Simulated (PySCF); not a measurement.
**Löwdin shares of the frontier orbitals**

Compound: InCl2F.
Z-matrix (Å and degrees, PBE0-D3(BJ)/def2-SVP geometry), rows numbered from 1:
```
In
Cl  1  2.3148
Cl  1  2.3156  2  123.37
F   1  1.9417  2  118.65  3  -179.85
```

The calculation used TDDFT wB97X-D/def2-SVPD, vertical, gas phase, core orbitals frozen in the response, def2 core potentials past Kr in PySCF 2.14.0, density-fitted response routines. Spin–orbit coupling is left out.

Kohn–Sham orbitals with the atoms that hold most of them (Löwdin shares over 4%, at most four atoms; ? is withheld):

```tsv
orbital	ε (eV)	atoms
LUMO+2	1.49	In1 78%, Cl2 10%, Cl3 10%
LUMO+1	-0.25	In1 63%, Cl2 14%, Cl3 14%, F4 8%
LUMO	-1.76	?
HOMO	?	?
HOMO-1	-11.73	Cl3 49%, Cl2 45%, In1 6%
HOMO-2	-11.78	Cl2 47%, Cl3 40%, In1 8%, F4 5%
HOMO-3	-12.04	Cl2 47%, Cl3 43%, In1 7%
```

Q: Give the leading atoms of the LUMO.

A: In1 (bonded to 2 Cl and F) 44%; Cl2 (bonded to In) 22%; Cl3 (bonded to In) 22%; F4 (bonded to In) 13%. By element: indium 44%, chlorine 43%, fluorine 13%.

Q: Give the leading atoms of the HOMO.

A: Cl3 (bonded to In) 52%; Cl2 (bonded to In) 44%.

Q: What is the HOMO energy, and the HOMO–LUMO gap?

A: ε(HOMO) = -11.63 eV; the gap is 9.87 eV (0.3627 hartree).

Q: How does S1 compare with the orbital gap of 9.87 eV?

A: S1 is at 5.21 eV (f = 0.018), 4.66 eV below the gap, made of HOMO→LUMO (96%). 

Q: One configuration dominates each of S1, S2, S3, S7 and S8. Which, and how do the shares of the two leading atoms of either orbital change from the occupied to the empty one?

A: 
- S1 (5.21 eV, f 0.018), HOMO→LUMO (96%): Cl3 52% → 22%, Cl2 44% → 22%, In1 at most 4% → 44%
- S2 (5.26 eV, f 0.0000), HOMO-1→LUMO (98%): Cl3 49% → 22%, Cl2 45% → 22%, In1 6% → 44%
- S3 (5.38 eV, f 0.037), HOMO-2→LUMO (96%): Cl2 47% → 22%, Cl3 40% → 22%, In1 8% → 44%
- S7 (6.79 eV, f 0.0000), HOMO→LUMO+1 (99%): Cl3 52% → 14%, Cl2 44% → 14%, In1 at most 4% → 63%
- S8 (6.91 eV, f 0.0007), HOMO-2→LUMO+1 (98%): Cl2 47% → 14%, Cl3 40% → 14%, In1 8% → 63%

Time: 15 s. Hardware: an x86-64 server with one thread, shared host.
